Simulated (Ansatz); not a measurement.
Reaction (substitution at a C–In bond): `C#[C][InH][NH2]` + `[CH3][AlH][OH]` → `C#C[O][AlH][CH3]` + `[NH2][InH2]`

Calculated with Ansatz (gas phase, PBE0-D4/def2-TZVP geometries, no zero-point term in ΔE). CBS: MP2 limit from def2 TZ/QZ plus the TZ coupled-cluster correction, frozen cores. DFT in def2-TZVPP. B3LYP here is the variant with VWN-RPA as its local correlation; programs differ in this. HSE06 is defined as in plane-wave codes. def2 core potentials past Kr. For In outer-core shells are correlated without core-valence functions, which leaves a few kJ/mol of doubt a bond. One conformer a species, not always the lowest.

`C#[C][InH][NH2]`:

Cartesian coordinates in Å:
```
C -0.255 -0.679 -2.527
C -0.428 -0.340 -1.379
In -0.751 0.243 0.600
N 0.942 0.369 1.650
H -0.100 -0.978 -3.539
H -2.255 0.593 1.309
H 1.848 0.165 1.263
H 0.998 0.627 2.621
```

`[CH3][AlH][OH]`:

Z-matrix (Å, degrees):
```
C
Al 1 1.941
H 1 1.092 2 111.9
H 1 1.095 2 111.0 3 120.7
H 1 1.095 2 111.2 3 -121.1
O 2 1.701 1 117.6 3 -3.3
H 2 1.589 1 124.2 3 176.8
H 6 0.956 2 122.5 1 -179.8
```

`C#C[O][AlH][CH3]`:

```xyz
10

C    -1.379    1.873    1.480
C    -1.363    1.209    0.479
O    -1.364    0.509   -0.594
Al   -0.223   -0.641   -1.203
C     1.362   -0.998   -0.155
H    -1.405    2.466    2.361
H    -0.678   -1.244   -2.584
H     1.092   -1.324    0.854
H     1.957   -0.087   -0.036
H     2.000   -1.763   -0.603
```

`[NH2][InH2]`:

Cartesian coordinates in Å:
```
N -1.029 0.162 0.173
In 0.928 -0.145 -0.155
H -1.613 -0.441 0.727
H -1.552 0.936 -0.201
H 1.690 1.030 -1.139
H 1.576 -1.542 0.594
```

```json
{"level": "PBE-D4", "ΔE (kcal/mol)": "20.0", "difference from CCSD(T)/CBS": "-8.1"}
{"level": "revPBE-D4", "ΔE (kcal/mol)": "20.1", "difference from CCSD(T)/CBS": "-8.0"}
{"level": "BLYP-D4", "ΔE (kcal/mol)": "20.8", "difference from CCSD(T)/CBS": "-7.3"}
{"level": "r2SCAN-D4", "ΔE (kcal/mol)": "22.0", "difference from CCSD(T)/CBS": "-6.1"}
{"level": "B97M-V", "ΔE (kcal/mol)": "20.4", "difference from CCSD(T)/CBS": "-7.7"}
{"level": "PBE0-D4", "ΔE (kcal/mol)": "21.1", "difference from CCSD(T)/CBS": "-7.0"}
{"level": "r2SCANh-D4", "ΔE (kcal/mol)": "22.2", "difference from CCSD(T)/CBS": "-5.9"}
{"level": "r2SCAN0-D4", "ΔE (kcal/mol)": "22.4", "difference from CCSD(T)/CBS": "-5.7"}
{"level": "HSE06-D4", "ΔE (kcal/mol)": "21.1", "difference from CCSD(T)/CBS": "-7.0"}
{"level": "BHLYP-D4", "ΔE (kcal/mol)": "22.9", "difference from CCSD(T)/CBS": "-5.2"}
{"level": "CAM-B3LYP-D4", "ΔE (kcal/mol)": "21.8", "difference from CCSD(T)/CBS": "-6.3"}
{"level": "ωB97X-V", "ΔE (kcal/mol)": "23.3", "difference from CCSD(T)/CBS": "-4.8"}
{"level": "ωB97M-V", "ΔE (kcal/mol)": "24.2", "difference from CCSD(T)/CBS": "-3.9"}
{"level": "B2PLYP", "ΔE (kcal/mol)": "25.0", "difference from CCSD(T)/CBS": "-3.1"}
{"level": "PBE", "ΔE (kcal/mol)": "20.2", "difference from CCSD(T)/CBS": "-7.9"}
{"level": "revPBE", "ΔE (kcal/mol)": "21.2", "difference from CCSD(T)/CBS": "-6.9"}
{"level": "BLYP", "ΔE (kcal/mol)": "21.3", "difference from CCSD(T)/CBS": "-6.8"}
{"level": "r2SCAN", "ΔE (kcal/mol)": "22.1", "difference from CCSD(T)/CBS": "-6.0"}
{"level": "PBE0", "ΔE (kcal/mol)": "21.3", "difference from CCSD(T)/CBS": "-6.8"}
{"level": "B3LYP", "ΔE (kcal/mol)": "21.8", "difference from CCSD(T)/CBS": "-6.3"}
{"level": "r2SCANh", "ΔE (kcal/mol)": "22.2", "difference from CCSD(T)/CBS": "-5.9"}
{"level": "r2SCAN0", "ΔE (kcal/mol)": "22.5", "difference from CCSD(T)/CBS": "-5.6"}
{"level": "HSE06", "ΔE (kcal/mol)": "21.3", "difference from CCSD(T)/CBS": "-6.8"}
{"level": "BHLYP", "ΔE (kcal/mol)": "22.9", "difference from CCSD(T)/CBS": "-5.2"}
{"level": "CAM-B3LYP", "ΔE (kcal/mol)": "22.0", "difference from CCSD(T)/CBS": "-6.1"}
{"level": "LC-ωPBE", "ΔE (kcal/mol)": "22.5", "difference from CCSD(T)/CBS": "-5.6"}
{"level": "RPA@PBE/def2-TZVPP", "ΔE (kcal/mol)": "27.6", "difference from CCSD(T)/CBS": "-0.5"}
{"level": "HF/def2-SVP", "ΔE (kcal/mol)": "19.5", "difference from CCSD(T)/CBS": "-8.6"}
{"level": "CCSD/def2-SVP", "ΔE (kcal/mol)": "21.5", "difference from CCSD(T)/CBS": "-6.6"}
{"level": "CCSD(T)/def2-SVP", "ΔE (kcal/mol)": "21.4", "difference from CCSD(T)/CBS": "-6.7"}
{"level": "HF/def2-TZVPP", "ΔE (kcal/mol)": "24.4", "difference from CCSD(T)/CBS": "-3.7"}
{"level": "MP2/def2-TZVPP", "ΔE (kcal/mol)": "29.5", "difference from CCSD(T)/CBS": "1.4"}
{"level": "SCS-MP2/def2-TZVPP", "ΔE (kcal/mol)": "28.9", "difference from CCSD(T)/CBS": "0.8"}
{"level": "CCSD/def2-TZVPP", "ΔE (kcal/mol)": "27.5", "difference from CCSD(T)/CBS": "-0.6"}
{"level": "CCSD(T)/def2-TZVPP", "ΔE (kcal/mol)": "27.9", "difference from CCSD(T)/CBS": "-0.2"}
{"level": "HF/def2-QZVPP", "ΔE (kcal/mol)": "24.3", "difference from CCSD(T)/CBS": "-3.8"}
{"level": "MP2/def2-QZVPP", "ΔE (kcal/mol)": "29.6", "difference from CCSD(T)/CBS": "1.5"}
{"level": "SCS-MP2/def2-QZVPP", "ΔE (kcal/mol)": "29.1", "difference from CCSD(T)/CBS": "1.0"}
{"level": "HF/CBS(def2)", "ΔE (kcal/mol)": "24.3", "difference from CCSD(T)/CBS": "-3.8"}
{"level": "MP2/CBS(def2)", "ΔE (kcal/mol)": "29.7", "difference from CCSD(T)/CBS": "1.6"}
{"level": "CCSD(T)/CBS", "ΔE (kcal/mol)": "28.1", "difference from CCSD(T)/CBS": "0"}
```

Largest T1 diagnostic among the species: 0.016.

Leaving LDA and LC-ωPBE aside and taking each functional with its dispersion term where it has one, the values spread over 5.0 kcal/mol, from PBE-D4 to B2PLYP. LDA lies −4.1 kcal/mol from PBE without D4. From BLYP to BHLYP (50 % exact exchange), in def2-TZVPP and without D4, ΔE moves by +1.5 kcal/mol.
